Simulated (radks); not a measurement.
Results of a calculation; reference values are marked as such.
The nuclear charge of neutral rubidium is varied continuously with 37 electrons held in [Kr] 5s1. Code: a radial shooting solver on a logarithmic mesh with Libxc functionals. Model: scalar-relativistic Kohn-Sham, PBE, spin-unpolarised, spherical densities, point nucleus. By the Hellmann-Feynman theorem dE/dZ = E(electron-nucleus)/Z, the electronic potential at the nucleus. The scalar-relativistic energy here is not variational (the density holds large components alone), so the two differ by a part that grows with Z.

Z     E (hartree)  E(electron-nucleus)/Z (hartree)  HOMO  e(HOMO) (eV)  <r> HOMO (bohr)
36.8  -2942.43567                         -192.758    5s        -1.311            5.790
36.9  -2961.78037                         -193.469    5s        -1.755            5.494
37    -2981.19647                         -194.179    5s        -2.232            5.246
37.1  -3000.68392                         -194.889    5s        -2.737            5.034
37.2  -3020.24266                         -195.599    5s        -3.269            4.849
37.3  -3039.87268                         -196.308    5s        -3.827            4.685
37.4  -3059.57394                         -197.017    5s        -4.409            4.539
37.5  -3079.34641                         -197.725    5s        -5.014            4.408
37.6  -3099.19009                         -198.434    5s        -5.640            4.288
37.7  -3119.10496                         -199.142    5s        -6.287            4.179
37.8  -3139.09100                         -199.851    5s        -6.955            4.078
37.9  -3159.14822                         -200.559    5s        -7.642            3.984
38    -3179.27661                         -201.267    5s        -8.348            3.897

The central difference of E at Z = 37 is -194.518 hartree, to compare with the third column; the second derivative is -7.13 hartree.
